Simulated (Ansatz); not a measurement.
The molecule AlO+, multiplicity 3 (lowest of 2S+1 = 1, 3, 5 at CCSD(T)/def2-TZVPP on PBE0 minima; our sources give no spin for the ground state, which may be another).

Seven points along R, fitted to fifth degree in 1/R; most abundant isotopes. In def2 and cc sets the state is the lowest found near the PBE0 minimum, followed along R.

Frozen-core correlation. CBS: X⁻³ extrapolation of the correlation energy, Hartree–Fock from the larger set.

Codes used: Ansatz (a first-principles code) with Gaussian orbitals. Values without a source in brackets are computed.

Q: What bond length and harmonic frequency does PBE/def2-TZVPP give?

A: r_e = 1.760 Å, ω_e = 720 cm⁻¹.

Q: What bond length and harmonic frequency does wB97M-V/def2-TZVPP give?

A: r_e = 1.741 Å, ω_e = 745 cm⁻¹.

Q: What bond length and harmonic frequency does CCSD(T)/CBS(aug-cc-pV(T+d)Z, aug-cc-pV(Q+d)Z) give?

A: r_e = 1.726 Å, ω_e = 802 cm⁻¹.
